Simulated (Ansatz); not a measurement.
`FC1=CCCC1F` and `FC1C=CCC1` differ in one atom or group.

Ansatz, PBE0-D4/def2-TZVP geometries, multiplicity 1. 

```csv
property,`FC1=CCCC1F`
HOMO energy (ωB97M-V/def2-TZVPP) / eV,-9.67
LUMO energy (B3LYP/def2-TZVPP) / eV,-0.25
LUMO energy (PBE/def2-TZVPP) / eV,-1.02
HOMO–LUMO gap (PBE/def2-TZVPP) / eV,5.20
HOMO energy (PBE/def2-TZVPP) / eV,-6.22
HOMO energy (PBE0/def2-TZVPP) / eV,-7.44
```

Problem. What does the change do to each property? (Best estimate.)

Solution. The calculation gave: 
```json
{"property": "HOMO energy (ωB97M-V/def2-TZVPP) / eV", "`FC1C=CCC1`": "-9.83", "shift": "-0.16"}
{"property": "LUMO energy (B3LYP/def2-TZVPP) / eV", "`FC1C=CCC1`": "-0.27", "shift": "-0.02"}
{"property": "LUMO energy (PBE/def2-TZVPP) / eV", "`FC1C=CCC1`": "-1.07", "shift": "-0.05"}
{"property": "HOMO–LUMO gap (PBE/def2-TZVPP) / eV", "`FC1C=CCC1`": "5.38", "shift": "0.18"}
{"property": "HOMO energy (PBE/def2-TZVPP) / eV", "`FC1C=CCC1`": "-6.45", "shift": "-0.23"}
{"property": "HOMO energy (PBE0/def2-TZVPP) / eV", "`FC1C=CCC1`": "-7.59", "shift": "-0.15"}
```

B3LYP here is the variant with VWN-RPA as its local correlation; programs differ in this.
